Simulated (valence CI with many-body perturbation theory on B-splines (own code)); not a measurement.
Hg LXVIII: calculated level list

Calculated by valence CI with perturbative core correlation (CI+MBPT): three valence electrons over a frozen Dirac-Fock core [Ne], radial functions for each j: 11 s, 11 p, 9 d, 7 f, 5 g, 2 h, 1 i, with the one-electron correlation potential Σ1, the two-electron term Σ2, the three-electron term Σ3, Breit, model QED; selected CI, second order for the rest (own B-spline code, finite nucleus).

The last digits are not significant, and no measured levels were compared; by estimate large intervals hold to a few tenths of a per cent, small ones and those within an open d or f shell to about a per cent.

Levels 46 to 68 of 68, with energies above the lowest level, (3s^2 3p1/2) J=1/2. "Leading %" is the weight of the configuration and term that name the level; weights of strongly mixed levels are sums over their largest components and can fall short. In the jj column 3d3/2^4 stands for four electrons in 3d with j = 3/2. Lifetimes count E1, E2, E3, M1 and M2 decay at the calculated energies, and are blank where another channel may lead or the interval is too uncertain; long ones can be off by a factor of two.

```tsv
No.	Configuration	Term	J	E (× 10³ cm⁻¹)	Leading %	g	Lifetime	Second component	Leading jj
46	3p2 3d	2D	3/2	13643	32	1.049	155 fs	18 % 3p2 3d 4P	3p1/2 3p3/2 3d3/2 (78 %)
47	3p2 3d	2D	5/2	13653	29	1.120	176 fs	22 % 3p2 3d 4F	3p1/2 3p3/2 3d3/2 (84 %)
48	3p2 3d	4P	1/2	13686	30	1.684	195 fs	30 % 3p2 3d 2P	3p1/2 3p3/2 3d3/2 (84 %)
49	3s 3d2	4F	3/2	13878	66	0.605	122 fs	14 % 3s 3d2 2D	3s 3d3/2^2 (77 %)
50	3s 3d2	4F	5/2	14006	40	1.061	103 fs	21 % 3s 3d2 2D	3s 3d3/2^2 (76 %)
51	3s 3d2	4P	1/2	14177	53	2.190	103 fs	26 % 3s 3d2 2S	3s 3d3/2^2 (83 %)
52	3p2 3d	4D	7/2	14320	48	1.294	316 fs	32 % 3p2 3d 4F	3p1/2 3p3/2 3d5/2 (98 %)
53	3p2 3d	2G	9/2	14384	58	1.168	605 fs	32 % 3p2 3d 4F	3p1/2 3p3/2 3d5/2 (90 %)
54	3p2 3d	2P	3/2	14423	51	1.323	334 fs	21 % 3p2 3d 4P	3p1/2 3p3/2 3d5/2 (94 %)
55	3p2 3d	2D	5/2	14457	44	1.113	380 fs	19 % 3p2 3d 2F	3p1/2 3p3/2 3d5/2 (90 %)
56	3p2 3d	2F	7/2	14561	48	1.132	531 fs	18 % 3p2 3d 4F	3p1/2 3p3/2 3d5/2 (75 %)
57	3p2 3d	4P	5/2	14582	43	1.260	278 fs	24 % 3p2 3d 2F	3p1/2 3p3/2 3d5/2 (93 %)
58	3p2 3d	2P	1/2	14675	43	1.227	524 fs	35 % 3p2 3d 2S	3p1/2 3p3/2 3d5/2 (84 %)
59	3p2 3d	2D	3/2	14710	58	0.943	284 fs	14 % 3p2 3d 4D	3p1/2 3p3/2 3d5/2 (91 %)
60	3s 3d2	4F	7/2	14806	74	1.180	198 fs	12 % 3p2 3d 2F	3s 3d3/2 3d5/2 (78 %)
61	3s 3d2	4F	5/2	14807	49	1.164	249 fs	24 % 3s 3d2 4P	3s 3d3/2 3d5/2 (97 %)
62	3s 3d2	4P	3/2	14865	83	1.537	257 fs	9 % 3s 3d2 2D	3s 3d3/2 3d5/2 (99 %)
63	3s 3d2	2G	9/2	14949	59	1.175	201 fs	32 % 3s 3d2 4F	3s 3d3/2 3d5/2 (88 %)
64	3s 3d2	2F	5/2	15013	48	1.119	164 fs	29 % 3s 3d2 4P	3s 3d3/2 3d5/2 (84 %)
65	3s 3d2	2G	7/2	15015	72	0.952	241 fs	21 % 3s 3d2 2F	3s 3d3/2 3d5/2 (94 %)
66	3s 3d2	2P	3/2	15066	36	1.075	167 fs	30 % 3s 3d2 2D	3s 3d3/2 3d5/2 (84 %)
67	3s 3d2	2P	1/2	15149	55	1.220	146 fs	24 % 3s 3d2 4P	3s 3d3/2 3d5/2 (80 %)
68	3p 3d2	4G°	5/2	15177	52	0.736	996 fs	36 % 3p 3d2 2F°	3p1/2 3d3/2^2 (100 %)
```
